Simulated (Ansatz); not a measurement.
Reaction (redistribution): `[CH3][Al]([CH3])[TeH]` + `[SiH3]C(Cl)Cl` → `[SiH3]C(Cl)[TeH]` + `[CH3][Al]([CH3])[Cl]`

Isolated molecules relaxed with PBE0-D4/def2-TZVP in Ansatz; ΔE leaves out vibrations. CBS: MP2 limit from def2 TZ/QZ plus the TZ coupled-cluster correction, frozen cores. Functionals use def2-TZVPP. B3LYP here is the variant with VWN-RPA as its local correlation; programs differ in this. Elements past krypton have def2 core potentials. For Te outer-core shells are correlated without core-valence functions, which leaves a few kJ/mol of doubt a bond.

`[CH3][Al]([CH3])[TeH]`:

Z-matrix (Å, degrees):
```
C
Al 1 1.950
H 1 1.095 2 110.7
H 1 1.095 2 110.3 3 -117.9
H 1 1.092 2 113.0 3 121.4
C 2 1.951 1 123.5 3 52.8
Te 2 2.542 1 119.9 3 -127.4
H 6 1.092 2 113.1 1 177.7
H 6 1.095 2 110.6 1 56.5
H 6 1.095 2 110.5 1 -61.4
H 7 1.657 2 91.7 1 0.5
```

`[SiH3]C(Cl)Cl`:

```xyz
8

Si    0.978   -0.004    0.070
C    -0.905    0.141   -0.115
Cl   -1.670   -0.061    1.475
Cl   -1.479   -1.073   -1.277
H     1.594    0.205   -1.264
H     1.436    1.042    1.017
H     1.276   -1.359    0.587
H    -1.228    1.109   -0.493
```

`[SiH3]C(Cl)[TeH]`:

```xyz
9

Si   -0.726   -0.170   -0.836
C    -0.064    0.083    0.911
Cl    0.079   -1.501    1.723
Te    1.745    1.238    0.901
H    -1.970   -0.980   -0.782
H    -1.012    1.157   -1.439
H     0.307   -0.882   -1.628
H    -0.754    0.685    1.505
H     2.395    0.371   -0.355
```

`[CH3][Al]([CH3])[Cl]`:

Z-matrix (Å, degrees):
```
C
Al 1 1.942
H 1 1.092 2 112.5
H 1 1.095 2 110.7 3 121.2
H 1 1.095 2 110.7 3 -121.1
C 2 1.942 1 125.8 3 -179.4
Cl 2 2.114 1 117.8 3 0.7
H 6 1.094 2 110.7 1 -121.1
H 6 1.095 2 110.7 1 121.1
H 6 1.093 2 112.6 1 0.0
```

```tsv
level	ΔE (kcal/mol)	difference from CCSD(T)/CBS
PBE-D4	-18.4	2.6
r2SCAN-D4	-19.9	1.1
PBE0-D4	-18.7	2.3
B3LYP-D4	-20.6	0.4
ωB97X-V	-19.9	1.1
ωB97M-V	-20.4	0.6
B2PLYP	-20.5	0.5
PBE	-17.9	3.1
r2SCAN	-19.8	1.2
PBE0	-18.3	2.7
B3LYP	-19.8	1.2
HF/def2-TZVPP	-19.7	1.3
MP2/def2-TZVPP	-21.5	-0.5
SCS-MP2/def2-TZVPP	-21.3	-0.3
CCSD/def2-TZVPP	-20.7	0.3
CCSD(T)/def2-TZVPP	-20.7	0.3
HF/def2-QZVPP	-20.1	0.9
MP2/def2-QZVPP	-21.8	-0.8
SCS-MP2/def2-QZVPP	-21.6	-0.6
HF/CBS(def2)	-20.1	0.9
MP2/CBS(def2)	-21.9	-0.9
CCSD/CBS(def2)	-21.1	-0.1
CCSD(T)/CBS	-21.0	0
```

Largest T1 diagnostic among the species: 0.011.

The D4 term adds −0.9 kcal/mol with B3LYP and −0.4 kcal/mol with PBE0; it sums over pairs of atoms, weighted by their polarisabilities, and B3LYP, whose exchange is more repulsive, gets the larger term. In def2-TZVPP, CCSD(T) changes the Hartree–Fock value by −0.9 kcal/mol (the triples alone add +0.1 kcal/mol) and MP2 by −1.8 kcal/mol.
